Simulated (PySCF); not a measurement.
# Shapes and spin states of HCuO

Computed with PBE0 in PySCF with Cu def2-TZVP, O def2-TZVP, H def2-TZVP; no relativity; density-fitted integrals.

Relaxations began from a few typed shapes and spin states; open shells are unrestricted. The search is not exhaustive: other isomers or separated fragments can lie lower, and high-lying points may rest on an excited occupation.

Q: Which is the lowest minimum found?
A. triplet C∞v: Cu–H 1.531 Å, Cu–O 1.724 Å; H–Cu–O 180.0°
B. singlet Cs: Cu–O 1.785 Å, O–H 0.962 Å; Cu–O–H 108.9°
C. triplet Cs: Cu–H 1.502 Å, Cu–O 1.749 Å; H–Cu–O 139.3°
D. broken-symmetry Ms = 0 (⟨S²⟩ 1.01) C∞v: Cu–H 1.533 Å, Cu–O 1.715 Å; H–Cu–O 180.0°

A: B. The others lie at 284.7 (triplet Cs), 302.9 (triplet C∞v, a saddle point), 350.1 (broken-symmetry Ms = 0 C∞v, a saddle point) kJ/mol above it.

The electron or spin density has lower symmetry than the nuclear frame for the broken-symmetry Ms = 0 (⟨S²⟩ 1.01) C∞v at 350.1 kJ/mol.
